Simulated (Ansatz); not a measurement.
`[SiH3][NH][AlH][Cl]` and `[OH][AlH][NH][SiH3]` differ in one atom or group.

Ansatz, PBE0-D4/def2-TZVP geometries, multiplicity 1. Each molecule was computed in one conformer, which needn't be the lowest.

| property | `[SiH3][NH][AlH][Cl]` |
| --- | --- |
| HOMO–LUMO gap (B3LYP/def2-TZVPP) / eV | 6.74 |
| HOMO–LUMO gap (PBE0/def2-TZVPP) / eV | 7.17 |
| size of the dipole moment (PBE/def2-TZVPP) / D | 1.89 |
| zero-point energy (PBE0-D4/def2-TZVP) / kJ/mol | 131.1 |
| size of the dipole moment (B3LYP/def2-TZVPP) / D | 1.95 |
| HOMO energy (PBE/def2-TZVPP) / eV | -6.61 |

**Question.** What does the change do to each property? (Estimate.)

**Answer.** Ansatz gave: 
```csv
property,`[OH][AlH][NH][SiH3]`,shift
HOMO–LUMO gap (B3LYP/def2-TZVPP) / eV,6.99,0.25
HOMO–LUMO gap (PBE0/def2-TZVPP) / eV,7.44,0.27
size of the dipole moment (PBE/def2-TZVPP) / D,1.52,-0.37
zero-point energy (PBE0-D4/def2-TZVP) / kJ/mol,162.4,31.3
size of the dipole moment (B3LYP/def2-TZVPP) / D,1.61,-0.34
HOMO energy (PBE/def2-TZVPP) / eV,-6.27,0.34
```

With PBE0 the HOMO rises by 0.33 eV and the LUMO rises by 0.60 eV, so the gap widens by about 0.27 eV. PBE moves the HOMO by 0.34 eV and ωB97M-V by 0.32 eV. The zero-point energy changes by 31.3 kJ/mol with +3 modes. Dipoles are sizes alone; their direction can turn.

B3LYP here is the variant with VWN-RPA as its local correlation; programs differ in this.
